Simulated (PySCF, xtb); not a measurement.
Si(Cl)2(Me)(SH) (CH₄Cl₂SSi), SMILES C[Si](S)(Cl)Cl.

Geometry optimised at PBE-D3(BJ)/def2-SVP. One conformer was computed; it need not be the lowest.

These are C-PCM-PBE0/def2-SVP (PySCF 2.14.0) values and carry that method's errors.

The values are the electrostatic part of the solvation free energy, E(continuum) − E(gas) at the gas-phase geometry, in a cavity of scaled van der Waals radii (PySCF's table); cavitation and dispersion terms are not included. In vacuum the orbital gap is 8.09 eV. The dipole moment in vacuum is 2.60 D.

Task: Estimate the values in water (ε = 78.36), diethylether (ε = 4.24), chlorobenzene (ε = 5.70). (Estimate from the structure and the level; the computed values follow.)

Result: 
| solvent | ε | ΔG(elec) (kcal/mol) | dipole (D) | gap (eV) |
|---|---|---|---|---|
| water | 78.36 | -4.2 | 3.48 | 8.18 |
| diethylether | 4.24 | -3.1 | 3.24 | 8.17 |
| chlorobenzene | 5.70 | -3.4 | 3.30 | 8.18 |

For comparison, GFN2-xTB/ALPB(water) (xtb, at the GFN2-xTB geometry, all terms of that model) gives -2.8 kcal/mol.
